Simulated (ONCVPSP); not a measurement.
**Cutoff test, copper, ONCV**

- Element: copper (Cu)
- Generator: ONCVPSP 4.0.1
- Type: optimised norm-conserving Vanderbilt (ONCV)
- Functional: LDA (Perdew-Wang 92)
- Relativity: scalar-relativistic
- Frozen core: [Ne]
- Valence charge: 19
- Reference configuration: 3s2 3p6 3d10 4s1
- Partial waves: 3s+4s: rc 1.10 bohr, ncon 3, nbas 7, qcut 9.2 1/bohr, 3 projectors, debl 1.2 Ha; 3p: rc 0.95 bohr, ncon 3, nbas 7, qcut 16.6 1/bohr, 3 projectors, debl 4 Ha; 3d: rc 1.20 bohr, ncon 4, nbas 9, qcut 13.2 1/bohr, 2 projectors, debl 0.7 Ha
- Local potential: polynomial inside 0.65 bohr (lpopt 5, dvloc0 1 Ha)
- Core correction: Teter function, fcfact 5.75, rcfact 1.5

Task: For each optimised wave give the share of its norm inside rc, the residual kinetic energy above qcut (Ha) and the cutoffs (Ha) for errors of 10, 1, 0.1 and 0.01 mHa per electron.

Result:

| wave | norm inside rc | residual KE | 10 mHa | 1 mHa | 0.1 mHa | 0.01 mHa |
| --- | --- | --- | --- | --- | --- | --- |
| 3s | 0.914 | 4.6e-05 | 18.6 | 31.9 | 39.2 | 121.8 |
| 4s | 0.026 | 1.7e-05 | 8.9 | 25.5 | 36.0 | 46.2 |
| s projector 3 | 0.033 | 3.4e-05 | 10.0 | 28.8 | 38.4 | 59.6 |
| 3p | 0.775 | 5.0e-08 | 34.1 | 67.8 | 92.7 | 108.7 |
| p projector 2 | 0.030 | 4.9e-09 | 25.8 | 35.9 | 72.5 | 96.2 |
| p projector 3 | 0.033 | 1.6e-08 | 30.4 | 40.8 | 82.9 | 103.9 |
| 3d | 0.704 | 1.7e-05 | 58.2 | 68.8 | 77.3 | 205.7 |
| d projector 2 | 0.068 | 8.2e-07 | 48.4 | 61.7 | 72.0 | 79.7 |

The occupied waves need 69 Ha and 93 Ha for 1 and 0.1 mHa. 1 of 4 tests not solved or not reliable.
